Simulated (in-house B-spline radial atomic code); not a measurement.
# Ionising Se VI (Se5+) with different functionals

Computed with an all-electron radial atomic-structure program (B-spline basis): scalar-relativistic (spin-free X2C) Hamiltonian, Fermi nucleus of rms radius 4.14 fm, spin-polarised at highest spin, spherical fractional occupations for the functionals, the average over the highest-spin determinants for Hartree-Fock. The ionisation energy is the difference of two self-consistent energies, [Ar] 3d10 4s1 → [Ar] 3d10, without Breit or QED terms; ε is the level of the shell that loses the electron (its least bound occupied spin orbital). There is no spin-orbit coupling in this Hamiltonian.

```csv
method,rung,ΔSCF (eV),-ε(4s) (eV)
Hartree-Fock,Hartree-Fock,80.76,80.88
HF fractional,Hartree-Fock,80.76,80.88
LDA VWN5,LDA,83.40,76.81
LDA PW92,LDA,?,?
LDA exchange-only,LDA,?,?
PBE,GGA,83.10,76.37
PBEsol,GGA,82.89,76.37
BLYP,GGA,83.45,76.57
RPBE,GGA,82.85,76.13
PW91,GGA,83.22,76.54
BP86,GGA,82.90,76.51
AM05,GGA,82.80,76.37
OLYP,GGA,82.72,75.99
TPSS,meta-GGA,82.54,76.17
SCAN,meta-GGA,82.66,76.94
r2SCAN,meta-GGA,82.47,76.70
revTPSS,meta-GGA,82.34,76.09
PBE0,global hybrid,82.62,77.66
B3LYP,global hybrid,83.21,77.75
TPSSh,global hybrid,82.40,76.70
M06-2X,global hybrid,82.18,78.33
BHandHLYP,global hybrid,82.60,79.11
r2SCAN0,global hybrid,82.25,77.96
B97-1,global hybrid,82.24,77.03
HSE06,range-separated hybrid,82.71,77.40
wB97X,range-separated hybrid,81.60,80.06
CAM-B3LYP,range-separated hybrid,83.20,79.57
LC-wPBE,range-separated hybrid,82.84,81.01
```

(1) What does LDA exchange-only give?

(2) What does LDA PW92 give?

(3) Among the functionals, which spreads more, the ΔSCF values or the orbital energies?

(4) How do they compare with the NIST value?

Results:

(1) ΔSCF 82.19 eV, and -ε(4s) = 75.67 eV.

(2) ΔSCF 83.39 eV, and -ε(4s) = 76.80 eV.

(3) The orbital energies: ΔSCF values span about 1.84 eV and the orbital energies 5.34 eV.

(4) NIST lists 81.83 eV ± 0.03 (measured, ground level to ground level). Errors run from -1.07 to +1.62 eV; wB97X is closest (-0.23 eV), but part of that can be cancellation, since the calculations leave out Breit-QED terms. Hartree-Fock also lacks correlation.
